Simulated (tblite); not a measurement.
Record of a relaxation.

C₆H₁₆N₂.
Numbering: `[CH3:1][CH2:2][N:3]([CH2:4][CH3:5])[N:6]([CH3:7])[CH3:8]` (hydrogens: H9, H10, H11 on C1; H12, H13 on C2; H14, H15 on C4; H16, H17, H18 on C5; H19, H20, H21 on C7; H22, H23, H24 on C8)

Computed with GFN2-xTB (tblite), gas phase: L-BFGS steps from a force-field or distance-geometry start until the largest atomic force falls under 0.01 eV/Å. 5 of its 88 geometries are shown.

Step 0: E = -729.8533 eV, largest atomic force 1.229 eV/Å
```
atom  x, y, z in Å  |  force x, y, z in eV/Å
C1     -0.006    2.524    0.537   -0.689   0.421  -0.104
C2      0.672    1.185    0.732    0.089  -0.463   0.364
N3      0.195    0.149   -0.190   -1.206   0.034   0.232
C4      1.027   -1.049   -0.223    0.043  -0.022   0.387
C5      2.348   -0.826   -0.936    0.440   0.325  -0.450
N6     -1.240   -0.113    0.064    1.156   0.236  -0.021
C7     -1.508   -1.109    1.093   -0.167   0.215   0.373
C8     -1.914   -0.410   -1.185   -0.440  -0.015  -0.003
H9     -1.074    2.479    0.789    0.313  -0.138  -0.157
H10     0.441    3.282    1.188    0.052  -0.209  -0.115
H11     0.081    2.865   -0.500    0.023  -0.173   0.245
H12     1.742    1.352    0.581   -0.030  -0.292  -0.220
H13     0.563    0.863    1.796   -0.068   0.078  -0.307
H14     1.231   -1.427    0.796    0.061   0.032   0.025
H15     0.516   -1.853   -0.756   -0.279   0.169  -0.066
H16     3.002   -0.136   -0.389   -0.230  -0.154  -0.186
H17     2.887   -1.770   -1.046   -0.135   0.061   0.099
H18     2.178   -0.428   -1.948    0.017  -0.039   0.423
H19    -1.231   -2.124    0.799    0.020  -0.204  -0.067
H20    -0.987   -0.874    2.039   -0.073   0.083  -0.539
H21    -2.583   -1.114    1.335    0.301   0.141  -0.261
H22    -1.591   -1.358   -1.631    0.054  -0.081  -0.079
H23    -1.751    0.392   -1.910    0.189  -0.069   0.245
H24    -3.009   -0.481   -1.028    0.559   0.066   0.179
```

Step 22: E = -730.0195 eV, largest atomic force 0.062 eV/Å
```
atom  x, y, z in Å  |  force x, y, z in eV/Å
C1     -0.055    2.453    0.521   -0.029   0.029  -0.004
C2      0.678    1.145    0.777   -0.005   0.009  -0.015
N3      0.199    0.127   -0.141   -0.006   0.014  -0.032
C4      1.042   -1.059   -0.194    0.007  -0.011   0.006
C5      2.327   -0.794   -0.968    0.001   0.007  -0.013
N6     -1.179   -0.113    0.064    0.007   0.053   0.031
C7     -1.511   -1.066    1.105   -0.017  -0.013   0.015
C8     -1.854   -0.391   -1.184    0.022   0.001   0.021
H9     -1.113    2.319    0.717   -0.034   0.041   0.002
H10     0.335    3.246    1.154    0.001  -0.021   0.053
H11     0.072    2.743   -0.518   -0.006  -0.007  -0.016
H12     1.742    1.287    0.590    0.011  -0.019   0.014
H13     0.555    0.839    1.831    0.009   0.043  -0.005
H14     1.284   -1.436    0.814    0.050  -0.026   0.010
H15     0.477   -1.833   -0.720    0.014  -0.025  -0.003
H16     2.977   -0.111   -0.429    0.022  -0.024  -0.023
H17     2.866   -1.726   -1.126   -0.018   0.009   0.002
H18     2.088   -0.355   -1.933    0.009  -0.002  -0.008
H19    -1.310   -2.111    0.827   -0.011  -0.048  -0.001
H20    -0.949   -0.829    2.006   -0.002   0.001   0.002
H21    -2.572   -0.970    1.329   -0.033   0.015   0.001
H22    -1.580   -1.362   -1.623   -0.032  -0.011  -0.020
H23    -1.601    0.399   -1.888    0.006  -0.022  -0.005
H24    -2.929   -0.382   -1.004    0.034   0.005  -0.015
```

Step 44: E = -730.0272 eV, largest atomic force 0.035 eV/Å
```
atom  x, y, z in Å  |  force x, y, z in eV/Å
C1     -0.070    2.455    0.530   -0.003   0.001  -0.005
C2      0.674    1.151    0.786   -0.003   0.012   0.005
N3      0.209    0.121   -0.126    0.006  -0.006   0.034
C4      1.067   -1.058   -0.178   -0.017   0.010   0.006
C5      2.325   -0.796   -1.002   -0.029   0.005   0.019
N6     -1.168   -0.122    0.067   -0.010  -0.023  -0.001
C7     -1.534   -1.065    1.108    0.003  -0.006   0.001
C8     -1.831   -0.400   -1.187    0.008   0.004  -0.013
H9     -1.133    2.315    0.700   -0.008  -0.018   0.004
H10     0.294    3.238    1.190    0.024  -0.016   0.007
H11     0.075    2.763   -0.501    0.010   0.010  -0.009
H12     1.740    1.295    0.603   -0.010   0.009   0.004
H13     0.550    0.855    1.843    0.003  -0.003   0.001
H14     1.350   -1.412    0.830    0.001   0.003  -0.028
H15     0.495   -1.850   -0.669    0.020  -0.006   0.013
H16     3.008   -0.128   -0.484   -0.006   0.003   0.005
H17     2.845   -1.733   -1.190   -0.021   0.015  -0.005
H18     2.054   -0.342   -1.951   -0.003  -0.021  -0.002
H19    -1.376   -2.119    0.831    0.020   0.017  -0.012
H20    -0.964   -0.851    2.010    0.013   0.005   0.000
H21    -2.591   -0.928    1.332    0.006   0.010  -0.008
H22    -1.607   -1.398   -1.595   -0.006  -0.001   0.012
H23    -1.516    0.352   -1.906   -0.002   0.000  -0.026
H24    -2.907   -0.324   -1.035    0.006  -0.002  -0.003
```

Step 65: E = -730.0292 eV, largest atomic force 0.017 eV/Å
```
atom  x, y, z in Å  |  force x, y, z in eV/Å
C1     -0.070    2.460    0.546    0.005  -0.004  -0.001
C2      0.671    1.153    0.797    0.000  -0.009  -0.002
N3      0.210    0.124   -0.119   -0.014   0.000  -0.003
C4      1.067   -1.054   -0.164    0.003   0.005  -0.008
C5      2.305   -0.797   -1.017    0.009  -0.002  -0.003
N6     -1.168   -0.119    0.059   -0.007   0.014   0.007
C7     -1.533   -1.059    1.102   -0.003   0.000   0.008
C8     -1.817   -0.412   -1.199    0.002   0.000   0.000
H9     -1.135    2.317    0.700    0.011  -0.005   0.005
H10     0.291    3.231    1.222   -0.004  -0.005   0.003
H11     0.089    2.784   -0.479    0.004  -0.008  -0.001
H12     1.737    1.296    0.615    0.000   0.012   0.002
H13     0.548    0.854    1.852   -0.007   0.001   0.000
H14     1.369   -1.391    0.842    0.010   0.005  -0.010
H15     0.493   -1.859   -0.631    0.001   0.004   0.000
H16     2.994   -0.118   -0.522   -0.006   0.008  -0.011
H17     2.828   -1.732   -1.206   -0.002  -0.009   0.007
H18     2.010   -0.360   -1.967    0.004  -0.002   0.008
H19    -1.368   -2.112    0.826   -0.005  -0.009  -0.005
H20    -0.961   -0.842    2.002   -0.001   0.013   0.008
H21    -2.590   -0.924    1.326   -0.008  -0.002  -0.005
H22    -1.617   -1.428   -1.574    0.001  -0.007   0.003
H23    -1.470    0.308   -1.936    0.001   0.007   0.001
H24    -2.893   -0.301   -1.068    0.004  -0.005  -0.001
```

Step 87: E = -730.0306 eV, largest atomic force 0.008 eV/Å
```
atom  x, y, z in Å  |  force x, y, z in eV/Å
C1     -0.063    2.459    0.571    0.002  -0.002   0.000
C2      0.670    1.147    0.816    0.000   0.003  -0.002
N3      0.212    0.130   -0.113    0.002   0.001   0.001
C4      1.070   -1.048   -0.168   -0.004   0.001   0.005
C5      2.290   -0.798   -1.049   -0.004  -0.001   0.003
N6     -1.168   -0.113    0.053   -0.006  -0.006   0.000
C7     -1.544   -1.040    1.104   -0.003  -0.001  -0.002
C8     -1.799   -0.428   -1.209   -0.001   0.001  -0.002
H9     -1.130    2.316    0.714    0.003   0.000  -0.005
H10     0.291    3.223    1.259    0.005  -0.006  -0.001
H11     0.108    2.791   -0.449   -0.006   0.002   0.001
H12     1.739    1.288    0.646   -0.002   0.000   0.002
H13     0.535    0.840    1.869    0.004  -0.004  -0.006
H14     1.395   -1.374    0.835    0.004   0.002   0.001
H15     0.490   -1.859   -0.614    0.001  -0.001   0.005
H16     2.958   -0.068   -0.602    0.004   0.006   0.002
H17     2.840   -1.726   -1.188    0.005  -0.004  -0.001
H18     1.972   -0.426   -2.019   -0.004   0.003  -0.004
H19    -1.353   -2.095    0.853   -0.002   0.004   0.002
H20    -1.003   -0.794    2.016    0.000   0.000  -0.003
H21    -2.610   -0.921    1.294   -0.001  -0.001   0.000
H22    -1.600   -1.453   -1.558    0.000   0.007  -0.002
H23    -1.436    0.275   -1.956   -0.001   0.000   0.004
H24    -2.876   -0.307   -1.097    0.002  -0.002   0.000
```

Question: Summarise the path.

Answer: The energy falls by 4.09 kcal/mol from step 0 to step 87; nine tenths of that is first reached at step 18. It falls at every step. The largest force goes from 1.229 to 0.008 eV/Å. Among the bonds N3–N6 changes most, from 1.480 to 1.411 Å; the atoms move by 0.156 Å rms after alignment.

Question: Follow the three bonds and two angles with the largest change from start to end.

Answer: 
```json
{"step": "0", "E above end (kcal/mol)": "4.09", "largest force (eV/Å)": "1.229", "N3–N6 (Å)": "1.480", "C8–H24 (Å)": "1.108", "C7–H20 (Å)": "1.105", "C1–C2–N3 (°)": "113.5", "C1–C2–H12 (°)": "106.6"}
{"step": "4", "E above end (kcal/mol)": "1.28", "largest force (eV/Å)": "0.557", "N3–N6 (Å)": "1.406", "C8–H24 (Å)": "1.088", "C7–H20 (Å)": "1.084", "C1–C2–N3 (°)": "113.0", "C1–C2–H12 (°)": "107.9"}
{"step": "8", "E above end (kcal/mol)": "0.83", "largest force (eV/Å)": "0.076", "N3–N6 (Å)": "1.420", "C8–H24 (Å)": "1.090", "C7–H20 (Å)": "1.089", "C1–C2–N3 (°)": "112.6", "C1–C2–H12 (°)": "108.5"}
{"step": "11", "E above end (kcal/mol)": "0.73", "largest force (eV/Å)": "0.125", "N3–N6 (Å)": "1.414", "C8–H24 (Å)": "1.090", "C7–H20 (Å)": "1.089", "C1–C2–N3 (°)": "111.9", "C1–C2–H12 (°)": "108.7"}
{"step": "15", "E above end (kcal/mol)": "0.51", "largest force (eV/Å)": "0.121", "N3–N6 (Å)": "1.416", "C8–H24 (Å)": "1.089", "C7–H20 (Å)": "1.088", "C1–C2–N3 (°)": "110.9", "C1–C2–H12 (°)": "109.5"}
{"step": "19", "E above end (kcal/mol)": "0.34", "largest force (eV/Å)": "0.124", "N3–N6 (Å)": "1.414", "C8–H24 (Å)": "1.089", "C7–H20 (Å)": "1.090", "C1–C2–N3 (°)": "109.9", "C1–C2–H12 (°)": "109.4"}
{"step": "23", "E above end (kcal/mol)": "0.24", "largest force (eV/Å)": "0.066", "N3–N6 (Å)": "1.414", "C8–H24 (Å)": "1.090", "C7–H20 (Å)": "1.088", "C1–C2–N3 (°)": "109.8", "C1–C2–H12 (°)": "109.3"}
{"step": "26", "E above end (kcal/mol)": "0.20", "largest force (eV/Å)": "0.066", "N3–N6 (Å)": "1.413", "C8–H24 (Å)": "1.089", "C7–H20 (Å)": "1.089", "C1–C2–N3 (°)": "109.8", "C1–C2–H12 (°)": "109.6"}
{"step": "30", "E above end (kcal/mol)": "0.16", "largest force (eV/Å)": "0.050", "N3–N6 (Å)": "1.411", "C8–H24 (Å)": "1.090", "C7–H20 (Å)": "1.089", "C1–C2–N3 (°)": "110.0", "C1–C2–H12 (°)": "109.7"}
{"step": "34", "E above end (kcal/mol)": "0.13", "largest force (eV/Å)": "0.036", "N3–N6 (Å)": "1.411", "C8–H24 (Å)": "1.089", "C7–H20 (Å)": "1.089", "C1–C2–N3 (°)": "110.1", "C1–C2–H12 (°)": "109.3"}
{"step": "38", "E above end (kcal/mol)": "0.11", "largest force (eV/Å)": "0.038", "N3–N6 (Å)": "1.410", "C8–H24 (Å)": "1.089", "C7–H20 (Å)": "1.089", "C1–C2–N3 (°)": "110.1", "C1–C2–H12 (°)": "109.5"}
{"step": "42", "E above end (kcal/mol)": "0.09", "largest force (eV/Å)": "0.035", "N3–N6 (Å)": "1.412", "C8–H24 (Å)": "1.090", "C7–H20 (Å)": "1.089", "C1–C2–N3 (°)": "110.3", "C1–C2–H12 (°)": "109.6"}
{"step": "45", "E above end (kcal/mol)": "0.07", "largest force (eV/Å)": "0.049", "N3–N6 (Å)": "1.411", "C8–H24 (Å)": "1.089", "C7–H20 (Å)": "1.088", "C1–C2–N3 (°)": "110.1", "C1–C2–H12 (°)": "109.7"}
{"step": "49", "E above end (kcal/mol)": "0.05", "largest force (eV/Å)": "0.030", "N3–N6 (Å)": "1.411", "C8–H24 (Å)": "1.090", "C7–H20 (Å)": "1.089", "C1–C2–N3 (°)": "110.2", "C1–C2–H12 (°)": "109.6"}
{"step": "53", "E above end (kcal/mol)": "0.05", "largest force (eV/Å)": "0.019", "N3–N6 (Å)": "1.411", "C8–H24 (Å)": "1.090", "C7–H20 (Å)": "1.089", "C1–C2–N3 (°)": "110.3", "C1–C2–H12 (°)": "109.5"}
{"step": "57", "E above end (kcal/mol)": "0.04", "largest force (eV/Å)": "0.016", "N3–N6 (Å)": "1.411", "C8–H24 (Å)": "1.090", "C7–H20 (Å)": "1.088", "C1–C2–N3 (°)": "110.4", "C1–C2–H12 (°)": "109.5"}
{"step": "61", "E above end (kcal/mol)": "0.04", "largest force (eV/Å)": "0.015", "N3–N6 (Å)": "1.411", "C8–H24 (Å)": "1.090", "C7–H20 (Å)": "1.089", "C1–C2–N3 (°)": "110.4", "C1–C2–H12 (°)": "109.5"}
{"step": "64", "E above end (kcal/mol)": "0.03", "largest force (eV/Å)": "0.017", "N3–N6 (Å)": "1.411", "C8–H24 (Å)": "1.090", "C7–H20 (Å)": "1.088", "C1–C2–N3 (°)": "110.5", "C1–C2–H12 (°)": "109.6"}
{"step": "68", "E above end (kcal/mol)": "0.03", "largest force (eV/Å)": "0.023", "N3–N6 (Å)": "1.411", "C8–H24 (Å)": "1.090", "C7–H20 (Å)": "1.089", "C1–C2–N3 (°)": "110.5", "C1–C2–H12 (°)": "109.5"}
{"step": "72", "E above end (kcal/mol)": "0.02", "largest force (eV/Å)": "0.017", "N3–N6 (Å)": "1.411", "C8–H24 (Å)": "1.090", "C7–H20 (Å)": "1.089", "C1–C2–N3 (°)": "110.5", "C1–C2–H12 (°)": "109.5"}
{"step": "76", "E above end (kcal/mol)": "0.01", "largest force (eV/Å)": "0.019", "N3–N6 (Å)": "1.411", "C8–H24 (Å)": "1.090", "C7–H20 (Å)": "1.089", "C1–C2–N3 (°)": "110.5", "C1–C2–H12 (°)": "109.6"}
{"step": "79", "E above end (kcal/mol)": "0.01", "largest force (eV/Å)": "0.015", "N3–N6 (Å)": "1.411", "C8–H24 (Å)": "1.090", "C7–H20 (Å)": "1.089", "C1–C2–N3 (°)": "110.4", "C1–C2–H12 (°)": "109.6"}
{"step": "83", "E above end (kcal/mol)": "0.00", "largest force (eV/Å)": "0.014", "N3–N6 (Å)": "1.411", "C8–H24 (Å)": "1.090", "C7–H20 (Å)": "1.089", "C1–C2–N3 (°)": "110.4", "C1–C2–H12 (°)": "109.6"}
{"step": "87", "E above end (kcal/mol)": "0.00", "largest force (eV/Å)": "0.008", "N3–N6 (Å)": "1.411", "C8–H24 (Å)": "1.090", "C7–H20 (Å)": "1.089", "C1–C2–N3 (°)": "110.4", "C1–C2–H12 (°)": "109.6"}
```
